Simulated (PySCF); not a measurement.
C3H9Ge, SMILES C[CH][CH2][GeH3], multiplicity 2.

The structure is a stationary point at ωB97X-D3(BJ)/def2-SVP. The isomer is the one that the SMILES or the coordinates give; other isomers of the formula were not compared. One conformer was computed; it need not be the lowest.

These are PySCF with TDA-M06-2X/def2-SVPD values and carry that method's errors.

Vertical excitations. Gas-phase values at a fixed geometry.

Computed excitation energies, oscillator strengths and character:
```csv
state,energy (eV),λ (nm),f,main pairs
root 1,4.47,277,0.001,"α HOMO→LUMO 66 %, α HOMO→LUMO+1 25 %"
root 2,5.18,239,0.007,"α HOMO→LUMO+1 39 %, α HOMO→LUMO 25 %, α HOMO→LUMO+2 19 %, α HOMO→LUMO+3 7 %"
root 3,5.36,231,0.046,"α HOMO→LUMO+2 66 %, α HOMO→LUMO+1 21 %"
root 4,5.48,226,0.008,"α HOMO→LUMO+5 49 %, α HOMO→LUMO+3 30 %, α HOMO→LUMO+4 9 %"
root 5,5.79,214,0.012,"α HOMO→LUMO+5 38 %, α HOMO→LUMO+3 30 %, α HOMO→LUMO+4 14 %, α HOMO→LUMO+2 6 %"
root 6,5.82,213,0.001,"α HOMO→LUMO+4 71 %, α HOMO→LUMO+3 21 %"
root 7,6.28,197,0.007,"α HOMO→LUMO+6 38 %, β HOMO→LUMO 32 %, β HOMO−2→LUMO 8 %, β HOMO−3→LUMO 8 %"
root 8,6.34,196,0.096,"α HOMO→LUMO+6 42 %, β HOMO−3→LUMO 16 %, β HOMO→LUMO 14 %, β HOMO−2→LUMO 8 %"
root 9,6.55,189,0.018,"α HOMO→LUMO+7 35 %, α HOMO→LUMO+6 7 %, α HOMO→LUMO+8 6 %, β HOMO−3→LUMO 16 %, β HOMO−4→LUMO 9 %, β HOMO−1→LUMO 9 %, β HOMO→LUMO 7 %"
root 10,6.60,188,0.014,"α HOMO→LUMO+7 36 %, α HOMO→LUMO+8 9 %, β HOMO−3→LUMO 20 %, β HOMO−4→LUMO 11 %, β HOMO−1→LUMO 8 %, β HOMO→LUMO 5 %"
```
Unrestricted roots are not spin-pure.
